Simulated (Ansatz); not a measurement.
Reaction (redistribution): `[CH3][Zn][NH2]` + `F[SiH2][SiH2]Cl` → `[CH3][Zn][SiH2]Cl` + `N[SiH2]F`

Isolated molecules relaxed with PBE0-D4/def2-TZVP in Ansatz; ΔE leaves out vibrations. CCSD(T)/CBS is the MP2 limit (def2-TZVPP, def2-QZVPP) plus CCSD(T) − MP2 in def2-TZVPP, frozen cores. This one scheme is used for every species. Functionals use def2-TZVPP. For Zn outer-core shells are correlated without core-valence functions, which leaves a few kJ/mol of doubt a bond. Scalar relativity is left out up to krypton. One conformer a species, not always the lowest.

```
             level  ΔE (kJ/mol)  difference from CCSD(T)/CBS
            PBE-D4        -79.2                          4.7
           PBE0-D4        -85.8                         -1.9
           ωB97M-V        -93.7                         -9.8
            B2PLYP        -86.5                         -2.6
               PBE        -80.2                          3.7
    MP2/def2-TZVPP        -83.0                          0.9
SCS-MP2/def2-TZVPP        -83.6                          0.3
CCSD(T)/def2-TZVPP        -83.7                          0.2
     HF/def2-QZVPP        -99.4                        -15.5
    MP2/def2-QZVPP        -82.5                          1.4
       CCSD(T)/CBS        -83.9                            0
```

Largest T1 diagnostic among the species: 0.014.

From PBE to PBE0 (25 % exact exchange), in def2-TZVPP and without D4, ΔE moves by −6.6 kJ/mol. In def2-TZVPP, CCSD(T) changes the Hartree–Fock value by +17.6 kJ/mol (the triples alone add +2.2 kJ/mol) and MP2 by +18.2 kJ/mol.
